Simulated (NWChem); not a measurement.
System: CH3Cl2FSi; SMILES Cl[SiH](Cl)CF

```xyz
8

F     -2.1574    -0.0058    -0.7536
C     -1.7258    -0.0046     0.5693
Si     0.1708     0.0005     0.6382
Cl     0.8904     1.6944    -0.2967
Cl     0.8994    -1.6896    -0.2967
H     -2.1247    -0.8941     1.0764
H     -2.1294     0.8828     1.0764
H      0.6520     0.0018     2.0381
```
Atoms are numbered in this order, from 1.

Computed with NWChem. Pople sets run with spherical d functions. Structure relaxed at the B3LYP/6-31G* (spherical d) level. GIAO values for the isolated, static molecule; σ is the absolute isotropic shielding, δ = σ(reference) − σ with the isolated reference molecule computed at the same levels (13C: tetramethylsilane, 19F: trichlorofluoromethane, 1H: tetramethylsilane, 29Si: tetramethylsilane).

For level PBE/pcSseg-1:

```yaml
"δ F1 (ppm)": -327.0
"δ C2 (ppm)": 86.2
"δ H6 (ppm)": 4.73
"δ H8 (ppm)": 5.98
```

Q: How do the values read with level B3LYP/6-311G** instead?

A: 
- δ F1 (ppm): -319.2
- δ C2 (ppm): 82.3
- δ H6 (ppm): 4.53
- δ H8 (ppm): 5.83
